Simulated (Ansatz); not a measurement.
One change: `N[Si](F)(Cl)Br` becomes `C[Si](N)(F)Cl`.

Ansatz, PBE0-D4/def2-TZVP geometries, multiplicity 1. Each molecule was computed in one conformer, which needn't be the lowest.

Scalar relativity is left out up to krypton. Spin–orbit coupling is left out; it splits and shifts lone-pair levels of the heavy atoms by tenths of an eV.

| property | `N[Si](F)(Cl)Br` |
| --- | --- |
| LUMO energy (PBE0/def2-TZVPP) / eV | 0.20 |
| size of the dipole moment (PBE/def2-TZVPP) / D | 2.54 |
| ideal-gas entropy at 298 K and 1 bar (rigid rotor, harmonic PBE0-D4/def2-TZVP) / J/(mol·K) | 362 |
| size of the dipole moment (B3LYP/def2-TZVPP) / D | 2.57 |
| HOMO–LUMO gap (PBE0/def2-TZVPP) / eV | 8.59 |
| HOMO energy (ωB97M-V/def2-TZVPP) / eV | -10.73 |

Question: What does the change do to each property? (Estimate.)

Answer: Ansatz gave: 
```json
{"property": "LUMO energy (PBE0/def2-TZVPP) / eV", "`C[Si](N)(F)Cl`": "0.70", "shift": "0.50"}
{"property": "size of the dipole moment (PBE/def2-TZVPP) / D", "`C[Si](N)(F)Cl`": "2.50", "shift": "-0.04"}
{"property": "ideal-gas entropy at 298 K and 1 bar (rigid rotor, harmonic PBE0-D4/def2-TZVP) / J/(mol·K)", "`C[Si](N)(F)Cl`": "353", "shift": "-9"}
{"property": "size of the dipole moment (B3LYP/def2-TZVPP) / D", "`C[Si](N)(F)Cl`": "2.54", "shift": "-0.03"}
{"property": "HOMO–LUMO gap (PBE0/def2-TZVPP) / eV", "`C[Si](N)(F)Cl`": "8.82", "shift": "0.23"}
{"property": "HOMO energy (ωB97M-V/def2-TZVPP) / eV", "`C[Si](N)(F)Cl`": "-10.53", "shift": "0.20"}
```

With PBE0 the HOMO rises by 0.27 eV and the LUMO rises by 0.50 eV, so the gap widens by about 0.23 eV. PBE moves the HOMO by 0.32 eV and ωB97M-V by 0.20 eV. The zero-point energy changes by 93.9 kJ/mol with +9 modes. Dipoles are sizes alone; their direction can turn.

B3LYP here is the variant with VWN-RPA as its local correlation; programs differ in this.
